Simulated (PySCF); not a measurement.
# Relaxation of triplet CBr₂

All numbers come from UPBE0/[C def2-TZVP, Br def2-TZVP], no relativity, density fitting, PySCF. A (50,194) grid was used.

A hand-made linear start, of D∞h symmetry, held to at least that symmetry:

```xyz
3
charge 0 multiplicity 3, angstrom
C     0.0000    0.0000    0.0000
Br    0.0000    0.0000    1.8900
Br    0.0000    0.0000   -1.8900
```

Optimiser trace:
| step | E − E(last) (kJ/mol) | largest gradient (Eh/bohr) |
| --- | --- | --- |
| 0 | 29.26 | 0.04494 |
| 1 | 1.95 | 0.01367 |
| 2 | 0.30 | 0.00579 |
| 3 | 0.00 | 0.00044 |
| 4 | 0.00 | 0.00001 |

It ends at D∞h with C–Br 1.772 Å (×2); Br–C–Br 180.0°. A frequency run shows 2 imaginary modes (one degenerate set), down to 491i cm⁻¹, so it is a higher-order saddle point. Other isomers or separated fragments may lie lower.

At this level a broken-symmetry Ms = 0 minimum of C2v symmetry lies 122 kJ/mol below this structure.

The relaxation took 9.6 s on 4 threads of a shared AMD EPYC 9R45 96-Core (Zen 5) host, with 127 basis functions and 5 gradients; the process peaked at 0.75 GiB. Launch command: `OMP_NUM_THREADS=4 python axn.py task.json out`.
